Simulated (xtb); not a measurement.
LuCl₂, SMILES [Cl][Lu+][Cl], charge +1. All values are semi-empirical tight-binding results from xtb (GFN2-xTB unless named), good for trends rather than for accurate numbers. Geometry optimised at GFN2-xTB. The multiplicity is an assumed one; no other spin state was optimised. The isomer is the one that the SMILES or the coordinates give; other isomers of the formula were not compared.

Optimised geometry:

Bond lengths (Å): Lu1–Cl2 2.309, Lu1–Cl3 2.309. Angles (°): Cl2–Lu1–Cl3 100.3.
Charge +1, spin multiplicity 1.

For metal compounds this method's bond lengths and energies can be far off.

Computed properties:
| Item | Result |
|---|---|
| point group as xtb finds it | C2v |
| orbital gap | 2.22 eV |
| zero-point energy | 0.9 kcal/mol |
| G − E(el) at 298.15 K (modified RRHO) | -18.0 kcal/mol |

Give the atomic charges and the Wiberg bond orders between heavy atoms. (An estimate is asked for; the answer gives what the named calculation found.)

charges (e) Lu1 0.80, Cl2 0.10, Cl3 0.10. Bond orders Lu1–Cl2 1.44, Lu1–Cl3 1.44, Cl2–Cl3 0.30.
